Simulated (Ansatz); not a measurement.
CH5NSSi (`C1N[SiH2]S1`), relaxed with RKS PBE0-D4/def2-TZVP in the Gaussian-basis code of Ansatz from a PBE-D4/def2-SVP geometry. The force threshold is 0.005 eV/Å; the program also tests the step.

Total charge 0; spin multiplicity 1.

Start:

```xyz
9

C    -0.098    1.201   -0.190
N     0.546    0.176    0.614
Si   -0.194   -1.274   -0.010
S    -1.336    0.170   -1.155
H     0.580    1.720   -0.905
H    -0.649    1.967    0.402
H     1.435    0.382    1.072
H     0.686   -2.221   -0.794
H    -0.971   -2.120    0.967
```

(1) How much energy does the relaxation release, and in how many steps? (An estimate is asked.)

(2) Which bonds change most? (Estimate.)

(3) Give the relaxed structure. (Estimate.)

Answers

(1) Computed: 5.37 kJ/mol, in 7 steps, 1 of them rejected.

(2) Computed: Si3–S4 from 2.168 to 2.135 Å; N2–Si3 from 1.744 to 1.715 Å; C1–S4 from 1.878 to 1.851 Å; C1–H6 from 1.114 to 1.094 Å.

(3) Computed: 
```xyz
9

C    -0.103    1.190   -0.191
N     0.527    0.171    0.627
Si   -0.194   -1.251   -0.007
S    -1.323    0.167   -1.135
H     0.579    1.680   -0.893
H    -0.638    1.948    0.388
H     1.421    0.363    1.044
H     0.686   -2.170   -0.784
H    -0.955   -2.097    0.951
```
